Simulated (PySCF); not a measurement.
Si(Cl)2(GeH3)(OH) (Cl2GeH4OSi), SMILES O[Si](Cl)(Cl)[GeH3].

Coordinates come from a B3LYP-D3(BJ)/def2-SVP optimisation. One conformer was computed; it need not be the lowest.

Two levels are set side by side: PBE/def2-TZVP (PySCF) and PBE0/def2-TZVP (PySCF). Same geometry, gas phase. Differences are taken from unrounded values.

| quantity | PBE |
|---|---|
| orbital gap (eV) | 6.21 |
| highest occupied level (eV) | -7.33 |
| lowest empty level (eV) | -1.12 |
| dipole moment (D) | 0.89 |
| mean polarisability (bohr³) | 87.0 |

Question: These are the PBE values. What does PBE0 give? (The exact figures need the calculation; the answer reports its results.)

Answer: 
```json
[
 {"quantity": "orbital gap (eV)", "PBE0": "8.27", "PBE minus PBE0": "-2.06"},
 {"quantity": "highest occupied level (eV)", "PBE0": "-8.52", "PBE minus PBE0": "1.19"},
 {"quantity": "lowest empty level (eV)", "PBE0": "-0.25", "PBE minus PBE0": "-0.87"},
 {"quantity": "dipole moment (D)", "PBE0": "0.89", "PBE minus PBE0": "0.00"},
 {"quantity": "mean polarisability (bohr³)", "PBE0": "83.8", "PBE minus PBE0": "3.2"}
]
```

PBE's occupied levels lie high since its potential decays too fast outside the molecule; exact exchange lowers them and widens the gap. PBE's more diffuse valence density responds more strongly to a field. Differences between two approximate levels are no errors against the true value.

Rough cost on one machine, each run with all the roots and properties that it gave: PBE0 against PBE within a factor of 2.
